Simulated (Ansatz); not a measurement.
`C=C=C([SiH3])[SiH3]` + H₂ → `C=C=C[SiH3]` + SiH₄ at 500 K and 1 bar (hydrogenolysis of a C–Si bond).

Gas-phase electronic energies from Ansatz, PBE0-D4/def2-TZVP geometries. CCSD(T)/CBS is the MP2 limit (def2-TZVPP, def2-QZVPP) plus CCSD(T) − MP2 in def2-TZVPP, frozen cores. This one scheme is used for every species.

```
              species  CCSD(T)/CBS energy (Eh)  H − E (kJ/mol)  S (J/(mol·K))
`C=C=C([SiH3])[SiH3]`               -697.06561           283.0          450.1
                   H₂                 -1.17544            41.0          145.5
        `C=C=C[SiH3]`               -406.77843           226.9          370.0
                 SiH₄               -291.46306           102.4          230.9
```

H − E and S are ideal-gas, rigid-rotor, harmonic terms from PBE0-D4/def2-TZVP. The MP2-based limit puts H₂ 0.8 mEh under its directly extrapolated value; such offsets cancel only in part. 1 Eh = 2625.50 kJ/mol, R = 8.31446 J/(mol·K).

Problem. By hand: ΔE, ΔH, ΔS and ΔG.

Solution. ΔE = (-406.77843) + (-291.46306) − (-697.06561) − (-1.17544) = -0.00044 Eh = -1.2 kJ/mol. Δ(H − E) = 226.9 + 102.4 − 283.0 − 41.0 = 5.3, so ΔH = 4.1 kJ/mol. ΔS = 370.0 + 230.9 − 450.1 − 145.5 = 5.3 J/(mol·K). ΔG = 4.1 − 500 × (5.3)/1000 = 1.4 kJ/mol.

Problem. By hand: the equilibrium constant, and the temperature at which ΔG would vanish if ΔH and ΔS stayed fixed.

Solution. log₁₀ K = −ΔG/(RT ln 10) = -0.1. ΔG = 0 at ΔH/ΔS = 774 K, though so small a ΔH makes that figure unsure.

TΔS isn't small against ΔH here. The sign of ΔG lies within the doubt. A doubt of 5 kJ/mol in ΔE shifts log₁₀ K by 0.5 here. Modes under 60 cm⁻¹, often nearly free rotors, make the harmonic entropy too high. These are equilibria of isolated gas molecules and say nothing of rates. Largest T1 diagnostic: 0.013 (customary marks: 0.02 for closed shells, 0.045 for open ones).
